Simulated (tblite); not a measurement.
Species: C5H5O2PS.
Cartesian coordinates in Å at the GFN2-xTB level; atoms count from 1:
```xyz
14
C5H5O2PS angstrom
C      3.1268   -0.3864    0.2159
S      2.0172    1.0323    0.4309
C      0.5035    0.2473    0.1041
O     -0.5693    1.0305    0.1778
C     -1.7013    0.3380   -0.0905
C     -2.9574    1.0599   -0.0489
O     -4.0414    0.5747   -0.2656
C     -1.4922   -0.9898   -0.3731
P      0.2007   -1.4247   -0.3065
H      4.1330   -0.0233    0.3980
H      2.8680   -1.1595    0.9341
H      3.0387   -0.7632   -0.7995
H     -2.8314    2.1283    0.2067
H     -2.2955   -1.6646   -0.6055
```

Level: GFN2-xTB in tblite, geometry and Hessian alike; calculated harmonic values, unscaled, isolated species. Against measured fundamentals such values can be off by several per cent, at times by over 20. One conformer, not necessarily the lowest.

Harmonic wavenumbers (cm⁻¹): 57.9, 108.7, 125.9, 162.7, 196.4, 208.2, 221.9, 279.4, 403.0, 461.6, 478.0, 550.9, 666.7, 687.0, 735.2, 799.1, 871.5, 909.2, 943.9, 948.0, 951.6, 1073.3, 1123.3, 1204.6, 1231.3, 1314.9, 1365.1, 1426.7, 1432.0, 1471.4, 1722.1, 2789.4, 3023.1, 3028.1, 3064.3, 3141.5.

A = 3085, B = 686.1, C = 563.3 MHz; mass 159.975 u (most abundant isotopes); point group Cs, symmetry number 1.

Problem. Zero-point energy?

Solution. ½Σν̃ = 19589 cm⁻¹ = 234.34 kJ/mol.

Problem. What is S at 273.15 K and 1 bar for an ideal gas of classical rigid rotors and harmonic oscillators?

Solution. Translation 170.33, rotation 124.34, vibration 99.63: S = 394.3 J/(mol K).

Problem. And Cp and H(273.15 K) − H(0)?

Solution. Cp = 138.66 J/(mol K), of which vibrations give 105.40 (their classical limit is 36 R = 299.3); H(273.15 K) − H(0) = 23.97 kJ/mol without the zero-point energy, 14.89 from vibrations.

Problem. Blend soft modes into free rotors: weight 1/[1 + (100 cm⁻¹/ν̃)⁴] for the oscillator and the rest for a rotor with moment μB/(μ + B), μ = h/(8π²ν), B = 10⁻⁴⁴ kg m². What vibrational entropy results?

Solution. 94.68 J/(mol K) in place of 99.63, which changes −T·S at 273.15 K by +1.35 kJ/mol.

Problem. Which modes carry the vibrational entropy at 273.15 K?

Solution. 57.9 cm⁻¹: 18.22; 108.7 cm⁻¹: 13.06; 125.9 cm⁻¹: 11.88; 162.7 cm⁻¹: 9.85; 196.4 cm⁻¹: 8.39; 208.2 cm⁻¹: 7.95 J/(mol K); the other 30 give 30.27 together.

Problem. What must be added to the electronic energy to get the Gibbs energy at 273.15 K and 1 bar?

Solution. ZPE + [H(273.15 K) − H(0)] − T·S = 234.34 + 23.97 − 107.70 = 150.61 kJ/mol.

Problem. How do the functions run with temperature in this model?

Solution. 
| T (K) | S (J/(mol K)) | Cp (J/(mol K)) | H − H(0) (kJ/mol) | G − H(0) (kJ/mol) | ln q(vib) |
| --- | --- | --- | --- | --- | --- |
| 50 | 246.7 | 51.0 | 1.96 | -10.37 | 0.30 |
| 100 | 290.4 | 76.6 | 5.19 | -23.85 | 1.26 |
| 298.15 | 406.8 | 147.0 | 27.54 | -93.74 | 6.02 |
| 373.15 | 442.4 | 170.4 | 39.46 | -125.60 | 7.80 |
| 500 | 496.9 | 202.7 | 63.23 | -185.25 | 10.70 |
| 750 | 587.8 | 244.6 | 119.62 | -321.26 | 16.04 |
| 1000 | 662.0 | 269.9 | 184.17 | -477.78 | 20.83 |

q(vib) and H(0) count from the zero-point level.

Hindered rotation and anharmonicity are outside this model. Other conformers, if any are populated, would add a mixing term that is left out.
